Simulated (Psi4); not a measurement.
Psi4 input (wB97X-D/6-311+G**):

```
memory 1500 MB

molecule {
0 2
C    -0.05316400   -0.04635300   -0.58158900
O    -0.06242300    0.00239200    0.58918400
H     0.81836600    0.25898200   -1.22393700
symmetry c1
no_reorient
no_com
}

set {
  basis 6-311+G**
  reference uks
  scf_type pk
  dft_radial_points 99
  dft_spherical_points 590
  e_convergence 1e-8
  d_convergence 1e-7
  maxiter 150
}

e = energy('wb97x-d')
print_out(f'\nFINAL {e:.10f} DIPOLE {variable("CURRENT DIPOLE")[0]:.6f} {variable("CURRENT DIPOLE")[1]:.6f} {variable("CURRENT DIPOLE")[2]:.6f}\n')
```

Output:

```
   => Loading Basis Set <=

    Name: 6-311+G**
    Role: ORBITAL
    Keyword: BASIS
    atoms 1 entry C          line   129 file 6-311pgss.gbs
    atoms 2 entry O          line   171 file 6-311pgss.gbs
    atoms 3 entry H          line    42 file 6-311pgss.gbs

   => WB97X-D: Empirical Dispersion <=

    Chai and Head-Gordon Dispersion Correction
    Chai, J.-D.; Head-Gordon, M. (2010), J. Chem. Phys., 132: 6615-6620

        s6 =       1.000000

         ---------------------------------------------------------
                                   SCF
               by Justin Turney, Rob Parrish, Andy Simmonett
                          and Daniel G. A. Smith
                              UKS Reference
         ---------------------------------------------------------

  ==> Geometry <==

    Molecular point group: c1
    Full point group: C1

    Geometry (in Angstrom), charge = 0, multiplicity = 2:

       Center              X                  Y                   Z               Mass
    ------------   -----------------  -----------------  -----------------  -----------------
         C           -0.053164000000    -0.046353000000    -0.581589000000    12.000000000000
         O           -0.062423000000     0.002392000000     0.589184000000    15.994914619570
         H            0.818366000000     0.258982000000    -1.223937000000     1.007825032230

  Running in c1 symmetry.

  Rotational constants: A =     23.37207  B =      1.49652  C =      1.40647 [cm^-1]
  Rotational constants: A = 700676.88703  B =  44864.60281  C =  42164.77642 [MHz]
  Nuclear repulsion =   26.581939772864718

  Charge       = 0
  Multiplicity = 2
  Electrons    = 15
  Nalpha       = 8
  Nbeta        = 7

  ==> Algorithm <==

  SCF Algorithm Type is PK.
  DIIS enabled.
  MOM disabled.
  Fractional occupation disabled.
  Guess Type is SAD.
  Energy threshold   = 1.00e-08
  Density threshold  = 1.00e-07
  Integral threshold = 1.00e-12

  ==> Primary Basis <==

  Basis Set: 6-311+G**
    Blend: 6-311+G**
    Number of shells: 24
    Number of basis functions: 50
    Number of Cartesian functions: 52
    Spherical Harmonics?: true
    Max angular momentum: 2

  ==> DFT Potential <==

   => LibXC <=

    Version 7.1.2
    S. Lehtola, C. Steigemann, M. J. T. Oliveira, and M. A. L. Marques,  SoftwareX 7, 1–5 (2018) (10.1016/j.softx.2017.11.002)

   => Composite Functional: WB97X-D <=

    wB97X-D Hyb-GGA Exchange-Correlation Functional

    J.-D. Chai and M. Head-Gordon,  Phys. Chem. Chem. Phys. 10, 6615–6620 (2008) (10.1039/B810189B)

    Deriv               =              1
    GGA                 =           TRUE
    Meta                =          FALSE

    Exchange Hybrid     =           TRUE
    MP2 Hybrid          =          FALSE

   => Exchange-Correlation Functionals <=

    1.0000   wB97X-D range-separated functional

   => Exact (HF) Exchange <=

    0.7780            HF,LR [omega = 0.2000]
    0.2220               HF

   => LibXC Density Thresholds  <==

    XC_HYB_GGA_XC_WB97X_D:  1.00E-14

   => Molecular Quadrature <=

    Radial Scheme          =       TREUTLER
    Pruning Scheme         =           NONE
    Nuclear Scheme         =       TREUTLER

    Blocking Scheme        =         OCTREE
    BS radius alpha        =              1
    Pruning alpha          =              1
    Radial Points          =             99
    Spherical Points       =            590
    Total Points           =         171904
    Total Blocks           =           1326
    Max Points             =            256
    Max Functions          =             50
    Weights Tolerance      =       1.00E-15

  ==> Integral Setup <==

  Using in-core PK algorithm.
   Calculation information:
      Number of atoms:                   3
      Number of AO shells:              24
      Number of primitives:             44
      Number of atomic orbitals:        52
      Number of basis functions:        50

      Integral cutoff                 1.00e-12
      Number of threads:                 1

  Performing in-core PK
  Using 2440350 doubles for integral storage.
  We computed 45145 shell quartets total.
  Whereas there are 45150 unique shell quartets.

  Computing range-separated integrals for PK
  We computed 45145 wK shell quartets total.
  Whereas there are 45150 wK unique shell quartets.

  ==> DiskJK: Disk-Based J/K Matrices <==

    J tasked:                  Yes
    K tasked:                  Yes
    wK tasked:                 Yes
    Omega:               2.000E-01
    Schwarz Cutoff:          1E-12


  Cached 100.0% of DFT collocation blocks in 0.227 [GiB].

  Minimum eigenvalue in the overlap matrix is 3.9099938500E-03.
  Reciprocal condition number of the overlap matrix is 7.2181154108E-04.
    Using symmetric orthogonalization.

  ==> Pre-Iterations <==

  SCF Guess: Superposition of Atomic Densities via on-the-fly atomic UHF (no occupation information).

   -------------------------
    Irrep   Nso     Nmo
   -------------------------
     A         50      50
   -------------------------
    Total      50      50
   -------------------------

  ==> Iterations <==

                        Total Energy        Delta E     RMS |[F,P]|

   @UKS iter SAD:  -113.20674367336798   -1.13207e+02   0.00000e+00
   @UKS iter   1:  -113.77993657805658   -5.73193e-01   8.59818e-03 ADIIS/DIIS
   @UKS iter   2:  -113.72640399520937    5.35326e-02   1.18329e-02 ADIIS/DIIS
   @UKS iter   3:  -113.84458863836367   -1.18185e-01   1.37807e-03 ADIIS/DIIS
   @UKS iter   4:  -113.84661278763208   -2.02415e-03   2.35175e-04 ADIIS/DIIS
   @UKS iter   5:  -113.84670598345161   -9.31958e-05   5.03114e-05 DIIS
   @UKS iter   6:  -113.84671444667927   -8.46323e-06   1.61759e-05 DIIS
   @UKS iter   7:  -113.84671603274883   -1.58607e-06   4.09902e-06 DIIS
   @UKS iter   8:  -113.84671614569687   -1.12948e-07   1.37833e-06 DIIS
   @UKS iter   9:  -113.84671615776193   -1.20651e-08   4.98715e-07 DIIS
   @UKS iter  10:  -113.84671615965543   -1.89350e-09   2.05574e-07 DIIS
   @UKS iter  11:  -113.84671616009024   -4.34810e-10   6.55295e-08 DIIS
  Energy and wave function converged.

  ==> Post-Iterations <==

   Electrons on quadrature grid:
      Nalpha   =    7.9999999876 ; deviation = -1.242e-08
      Nbeta    =    6.9999999893 ; deviation = -1.072e-08
      Ntotal   =   14.9999999769 ; deviation = -2.314e-08

   @Spin Contamination Metric:   3.306591223E-03
   @S^2 Expected:                7.500000000E-01
   @S^2 Observed:                7.533065912E-01
   @S   Expected:                5.000000000E-01
   @S   Observed:                5.000000000E-01

    Orbital Energies [Eh]
    ---------------------

    Alpha Occupied:

       1A    -19.319721     2A    -10.397026     3A     -1.226032
       4A     -0.719834     5A     -0.601897     6A     -0.538810
       7A     -0.532656     8A     -0.305689

    Alpha Virtual:

       9A      0.016884    10A      0.071182    11A      0.096481
      12A      0.109564    13A      0.117753    14A      0.221863
      15A      0.256750    16A      0.287937    17A      0.288902
      18A      0.334741    19A      0.434589    20A      0.526964
      21A      0.596666    22A      0.626731    23A      0.707896
      24A      0.911040    25A      1.093878    26A      1.109719
      27A      1.121132    28A      1.162426    29A      1.270726
      30A      1.432061    31A      1.479355    32A      1.575347
      33A      1.733165    34A      1.848729    35A      2.192224
      36A      2.386088    37A      2.559201    38A      2.728352
      39A      2.836278    40A      2.894766    41A      2.947893
      42A      3.416253    43A      3.490347    44A      3.584704
      45A      3.835698    46A      5.047738    47A      5.069106
      48A      5.690141    49A     23.953637    50A     50.002621

    Beta Occupied:

       1A    -19.312105     2A    -10.388704     3A     -1.208603
       4A     -0.689489     5A     -0.576623     6A     -0.523258
       7A     -0.482846

    Beta Virtual:

       8A     -0.012986     9A      0.032406    10A      0.082063
      11A      0.103225    12A      0.129475    13A      0.134525
      14A      0.241423    15A      0.258828    16A      0.292376
      17A      0.297472    18A      0.340283    19A      0.450762
      20A      0.541773    21A      0.605167    22A      0.651551
      23A      0.725882    24A      0.921920    25A      1.101799
      26A      1.115828    27A      1.140528    28A      1.184497
      29A      1.311096    30A      1.461590    31A      1.489517
      32A      1.601046    33A      1.754065    34A      1.867512
      35A      2.224539    36A      2.410861    37A      2.580006
      38A      2.741781    39A      2.872110    40A      2.919176
      41A      2.982285    42A      3.424168    43A      3.511468
      44A      3.601844    45A      3.846990    46A      5.053947
      47A      5.103469    48A      5.700553    49A     23.967779
      50A     50.009454

    Final Occupation by Irrep:
              A
    DOCC [     7 ]
    SOCC [     1 ]
    NA   [     8 ]
    NB   [     7 ]

  @UKS Final Energy:  -113.84671616009024

   => Energetics <=

    Nuclear Repulsion Energy =             26.5819397728647182
    One-Electron Energy =                -207.2540907847417770
    Two-Electron Energy =                  76.7701597023173434
    DFT Exchange-Correlation Energy =      -9.9446730900267166
    Empirical Dispersion Energy =          -0.0000517605038284
    VV10 Nonlocal Energy =                  0.0000000000000000
    Total Energy =                       -113.8467161600902386

  UHF NO Occupations:
  HONO-2 :    6  A 1.9996277
  HONO-1 :    7  A 1.9989956
  HONO-0 :    8  A 1.0000000
  LUNO+0 :    9  A 0.0010044
  LUNO+1 :   10  A 0.0003723
  LUNO+2 :   11  A 0.0002073
  LUNO+3 :   12  A 0.0000599

Computation Completed

Properties will be evaluated at   0.000000,   0.000000,   0.000000 [a0]

Properties computed using the SCF density matrix

 Multipole Moments:

 ------------------------------------------------------------------------------------
     Multipole            Electronic (a.u.)      Nuclear  (a.u.)        Total (a.u.)
 ------------------------------------------------------------------------------------

 L = 1.  Multiply by 2.5417464519 to convert [e a0] to [Debye]
 Dipole X            :          0.3976506           -0.0000038            0.3976468
 Dipole Y            :          0.1271976            0.0000000            0.1271976
 Dipole Z            :         -0.5643264            0.0000019           -0.5643245
 Magnitude           :                                                    0.7019718

 ------------------------------------------------------------------------------------

FINAL -113.8467161601 DIPOLE 0.397647 0.127198 -0.564324

*** Psi4 exiting successfully. Buy a developer a beer!
```

The geometry given is a B3LYP-D3(BJ)/def2-TZVP minimum.
